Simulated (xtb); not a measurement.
A run for xtb: GFN2-xTB on FH3PbSi (SMILES [F][Pb][SiH3]), a point of a torsion scan.

```
$ xtb mol.xyz --gfn 2 --sp --chrg 0 --uhf 0
6

F      2.71296217     0.77230876    -0.05886099
Pb     1.78325743    -1.12929473     0.03005244
Si    -0.68867325    -0.06444731     0.01293718
H     -1.17528817     0.33631955    -1.31053706
H     -0.90467072     1.10862960     0.85494024
H     -1.72341749    -1.00940251     0.46631148
```

It printed:

```
[...]
           -------------------------------------------------
          |                Calculation Setup                |
           -------------------------------------------------



           -------------------------------------------------
          |                 G F N 2 - x T B                 |
           -------------------------------------------------

        Reference                      10.1021/acs.jctc.8b01176
      * Hamiltonian:
        H0-scaling (s, p, d)           1.850000    2.230000    2.230000
        zeta-weighting                 0.500000
      * Dispersion:
        s8                             2.700000
        a1                             0.520000
        a2                             5.000000
        s9                             5.000000
      * Repulsion:
        kExp                           1.500000    1.000000
        rExp                           1.000000
      * Coulomb:
        alpha                          2.000000
        third order                    shell-resolved
        anisotropic                    true
        a3                             3.000000
        a5                             4.000000
        cn-shift                       1.200000
        cn-exp                         4.000000
        max-rad                        5.000000


          ...................................................
          :                      SETUP                      :
          :.................................................:
          :  # basis functions                  21          :
          :  # atomic orbitals                  20          :
          :  # shells                           10          :
          :  # electrons                        18          :
          :  max. iterations                   250          :
          :  Hamiltonian                  GFN2-xTB          :
          :  restarted?                      false          :
          :  GBSA solvation                  false          :
          :  PC potential                    false          :
          :  electronic temp.          300.0000000     K    :
          :  accuracy                    1.0000000          :
          :  -> integral cutoff          0.2500000E+02      :
          :  -> integral neglect         0.1000000E-07      :
          :  -> SCF convergence          0.1000000E-05 Eh   :
          :  -> wf. convergence          0.1000000E-03 e    :
          :  Broyden damping             0.4000000          :
          :  net charge                          0          :
          :  unpaired electrons                  0          :
          ...................................................

 iter      E             dE          RMSdq      gap      omega  full diag
   1    -10.2768437 -0.102768E+02  0.212E+01    1.76       0.0  T
   2    -10.3379566 -0.611129E-01  0.894E+00    1.82       1.0  T
   3    -10.3394698 -0.151323E-02  0.538E+00    1.42       1.0  T
   4    -10.3402511 -0.781237E-03  0.728E-01    1.50       1.0  T
   5    -10.3405090 -0.257940E-03  0.598E-01    1.49       1.0  T
   6    -10.3406270 -0.117956E-03  0.187E-01    1.54       1.0  T
   7    -10.3406270  0.769872E-08  0.649E-02    1.54       1.0  T
   8    -10.3406284 -0.140094E-05  0.595E-03    1.54       6.9  T
   9    -10.3406284 -0.166817E-07  0.210E-03    1.54      19.4  T
  10    -10.3406284 -0.406697E-08  0.107E-03    1.54      38.1  T
  11    -10.3406284 -0.199623E-09  0.112E-04    1.54     366.1  T
  12    -10.3406284 -0.320277E-11  0.603E-05    1.54     677.4  T

   *** convergence criteria satisfied after 12 iterations ***

         #    Occupation            Energy/Eh            Energy/eV
      -------------------------------------------------------------
         1        2.0000           -0.8857121             -24.1015
       ...           ...                  ...                  ...
         3        2.0000           -0.6810304             -18.5318
         4        2.0000           -0.4160027             -11.3200
         5        2.0000           -0.4139588             -11.2644
         6        2.0000           -0.4109474             -11.1824
         7        2.0000           -0.4103025             -11.1649
         8        2.0000           -0.4090445             -11.1307
         9        2.0000           -0.3486207              -9.4865 (HOMO)
        10                         -0.2921134              -7.9488 (LUMO)
        11                         -0.1907573              -5.1908
        12                         -0.1658166              -4.5121
        13                         -0.1353878              -3.6841
        14                         -0.1271401              -3.4597
       ...                                ...                  ...
        20                          0.7310220              19.8921
      -------------------------------------------------------------
                  HL-Gap            0.0565073 Eh            1.5376 eV
             Fermi-level           -0.3203671 Eh           -8.7176 eV

 SCC (total)                   0 d,  0 h,  0 min,  0.004 sec
 SCC setup                      ...        0 min,  0.000 sec (  2.290%)
 Dispersion                     ...        0 min,  0.000 sec (  1.324%)
 classical contributions        ...        0 min,  0.000 sec (  0.488%)
 integral evaluation            ...        0 min,  0.001 sec ( 18.958%)
 iterations                     ...        0 min,  0.002 sec ( 48.552%)
 molecular gradient             ...        0 min,  0.001 sec ( 24.967%)
 printout                       ...        0 min,  0.000 sec (  3.142%)

         :::::::::::::::::::::::::::::::::::::::::::::::::::::
         ::                     SUMMARY                     ::
         :::::::::::::::::::::::::::::::::::::::::::::::::::::
         :: total energy             -10.312213228936 Eh    ::
         :: gradient norm              0.000077369237 Eh/a0 ::
         :: HOMO-LUMO gap              1.537641400108 eV    ::
         ::.................................................::
         :: SCC energy               -10.340627648619 Eh    ::
         :: -> isotropic ES            0.070531229817 Eh    ::
         :: -> anisotropic ES          0.004756197605 Eh    ::
         :: -> anisotropic XC          0.001772480536 Eh    ::
         :: -> dispersion             -0.003420617443 Eh    ::
         :: repulsion energy           0.028414419683 Eh    ::
         :: add. restraining           0.000000000000 Eh    ::
         :: total charge               0.000000000000 e     ::
         :::::::::::::::::::::::::::::::::::::::::::::::::::::

           -------------------------------------------------
          |                Property Printout                |
           -------------------------------------------------

    * Orbital Energies and Occupations

         #    Occupation            Energy/Eh            Energy/eV
      -------------------------------------------------------------
         1        2.0000           -0.8857121             -24.1015
         2        2.0000           -0.6891077             -18.7516
         3        2.0000           -0.6810304             -18.5318
         4        2.0000           -0.4160027             -11.3200
         5        2.0000           -0.4139588             -11.2644
         6        2.0000           -0.4109474             -11.1824
         7        2.0000           -0.4103025             -11.1649
         8        2.0000           -0.4090445             -11.1307
         9        2.0000           -0.3486207              -9.4865 (HOMO)
        10                         -0.2921134              -7.9488 (LUMO)
        11                         -0.1907573              -5.1908
        12                         -0.1658166              -4.5121
Note: The following floating-point exceptions are signalling: IEEE_DENORMAL
normal termination of xtb
        13                         -0.1353878              -3.6841
        14                         -0.1271401              -3.4597
        15                         -0.0729367              -1.9847
        16                         -0.0449822              -1.2240
        17                          0.1080300               2.9396
        18                          0.4759986              12.9526
        19                          0.7108207              19.3424
        20                          0.7310220              19.8921
      -------------------------------------------------------------
                  HL-Gap            0.0565073 Eh            1.5376 eV
             Fermi-level           -0.3203671 Eh           -8.7176 eV

     #   Z          covCN         q      C6AA      α(0)
     1   9 F        0.737    -0.524    15.191     4.603
     2  82 Pb       1.589     0.540   434.571    43.721
     3  14 Si       3.605     0.328   102.404    19.432
     4   1 H        0.918    -0.110     5.910     3.802
     5   1 H        0.919    -0.099     5.517     3.674
     6   1 H        0.916    -0.136     6.995     4.137

 Mol. C6AA /au·bohr⁶  :       1746.967607
 Mol. C8AA /au·bohr⁸  :     150085.878230
 Mol. α(0) /au        :         79.369128


Wiberg/Mayer (AO) data.
largest (>0.10) Wiberg bond orders for each atom

 ---------------------------------------------------------------------------
     #   Z sym  total        # sym  WBO       # sym  WBO       # sym  WBO
 ---------------------------------------------------------------------------
     1   9 F    0.828 --     2 Pb   0.807
     2  82 Pb   1.781 --     3 Si   0.846     1 F    0.807
     3  14 Si   3.565 --     5 H    0.906     4 H    0.899     6 H    0.896
                             2 Pb   0.846
     4   1 H    0.988 --     3 Si   0.899
     5   1 H    0.990 --     3 Si   0.906
     6   1 H    0.982 --     3 Si   0.896
 ---------------------------------------------------------------------------

Topologies differ in total number of bonds
Writing topology from bond orders to xtbtopo.mol

molecular dipole:
                 x           y           z       tot (Debye)
 q only:       -0.440      -1.973       0.089
   full:        0.112      -2.366       0.095       6.025
molecular quadrupole (traceless):
                xx          xy          yy          xz          yz          zz
 q only:       -9.018     -12.122       5.570       0.676       0.128       3.448
  q+dip:       -9.860     -15.314       6.628       0.844       0.144       3.232
   full:      -11.881     -13.728       6.068       0.826       0.185       5.812


           -------------------------------------------------
          | TOTAL ENERGY              -10.312213228936 Eh   |
          | GRADIENT NORM               0.000077369237 Eh/α |
          | HOMO-LUMO GAP               1.537641400108 eV   |
           -------------------------------------------------

------------------------------------------------------------------------
------------------------------------------------------------------------
 total:
 SCF:
```

The run finished.

Cost: roughly 0.03 core-seconds.
